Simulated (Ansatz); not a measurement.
Harmonic frequencies (cm⁻¹) at PBE0-D4/def2-TZVP from Ansatz: 134, 148, 301, 446, 611, 617, 700, 844, 865, 874, 1266, 1448, 1454, 2161, 2167, 3066, 3157, 3171.

(1) Which molecule is it?
A. `[F][Ge]([F])([SH])[SH]`
B. `[OH][GeH]([Cl])[Cl]`
C. `[CH3][GeH2][Br]`
D. `[SiH3][O][GeH3]`

Results:

(1) C.
